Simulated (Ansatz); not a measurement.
BiBr2, charge +1, singlet, at a GFN2-xTB geometry (such geometries of metal compounds can be far from the true shape) (core potentials on Bi); PBE/def2-TZVP in Ansatz (a first-principles code).

Input for Ansatz:
Ansatz 0.2 input:
```yaml
crystal:
  periodic: [false, false, false]
  atoms:
    - {symbol: Bi, position_ang: [0.67128196, 0.35682079, 0.22193400]}
    - {symbol: Br, position_ang: [-1.13430237, 0.94178527, -1.43414805]}
    - {symbol: Br, position_ang: [-0.45759485, -1.78796029, 0.90784742]}
basis:
  gaussian:
    orbitals: def2-TZVP
hamiltonian:
  xc: pbe
total_charge: 1
```

What the program printed (banner, timings and long lists left out):

```
Functional definition: PBE
1112 factors; their error is unknown
mean field evaluation 1: about -145902.2610 eV, gradient 4.0e1 eV
mean field evaluation 2: about -145851.8815 eV, gradient 1.3e2 eV
mean field evaluation 4: about -145907.4108 eV, gradient 1.1e1 eV
mean field evaluation 8: about -145907.8084 eV, gradient 1.6e-1 eV
mean field evaluation 16: about -145907.7574 eV, gradient 9.6e-5 eV
mean field -145907.75741221 eV, -5362.0111850687 hartree, gradient 1.8e-5 eV, S^2 0.000000; 0 other end points of the search recorded, 0 dependent functions left out
reference -145907.75744679 eV, -5362.0111863394 hartree; 46, 46 occupied and 100, 100 virtual orbitals, 1112 factors
Total energy: -145907.75744679 eV, -5362.0111863394 hartree
```
